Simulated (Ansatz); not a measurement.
`Cl[BH][GaH2]` + `CCO` → `CCOBCl` + `[GaH3]` at 500 K and 1 bar (cleavage of the B–Ga bond).

Computed with Ansatz on PBE0-D4/def2-TZVP structures; ΔE is electronic, products minus reactants. CBS: MP2 limit from def2 TZ/QZ plus the TZ coupled-cluster correction, frozen cores. For Ga outer-core shells are correlated without core-valence functions, which leaves a few kJ/mol of doubt a bond. Scalar relativity is left out up to krypton. Each species was taken in one conformer, which may not be the lowest.

| species | CCSD(T)/CBS energy (Eh) | H − E (kJ/mol) | S (J/(mol·K)) |
| --- | --- | --- | --- |
| `Cl[BH][GaH2]` | -2410.30850 | 102.6 | 357.3 |
| `CCO` | -154.88256 | 240.4 | 310.3 |
| `CCOBCl` | -639.54595 | 266.5 | 393.3 |
| `[GaH3]` | -1925.70545 | 69.3 | 243.1 |

H − E and S are ideal-gas, rigid-rotor, harmonic terms from PBE0-D4/def2-TZVP, for one conformer and one mirror image of each species. 1 Eh = 2625.50 kJ/mol, R = 8.31446 J/(mol·K).

By hand: ΔE, ΔH, ΔS and ΔG.

ΔE = (-639.54595) + (-1925.70545) − (-2410.30850) − (-154.88256) = -0.06034 Eh = -158.4 kJ/mol. Δ(H − E) = 266.5 + 69.3 − 102.6 − 240.4 = -7.2, so ΔH = -165.6 kJ/mol. ΔS = 393.3 + 243.1 − 357.3 − 310.3 = -31.2 J/(mol·K). ΔG = -165.6 − 500 × (-31.2)/1000 = -150.0 kJ/mol.

By hand: the equilibrium constant, and the temperature at which ΔG would vanish if ΔH and ΔS stayed fixed.

log₁₀ K = −ΔG/(RT ln 10) = 15.7. ΔG = 0 at ΔH/ΔS = 5308 K, far beyond where these terms or the molecules hold.

ΔH outweighs TΔS. A doubt of 5 kJ/mol in ΔE shifts log₁₀ K by 0.5 here. Other conformers and mirror images would add mixing entropy, several J/(mol·K) or more a flexible species. These are equilibria of isolated gas molecules and say nothing of rates. Largest T1 diagnostic: 0.014 (customary marks: 0.02 for closed shells, 0.045 for open ones).
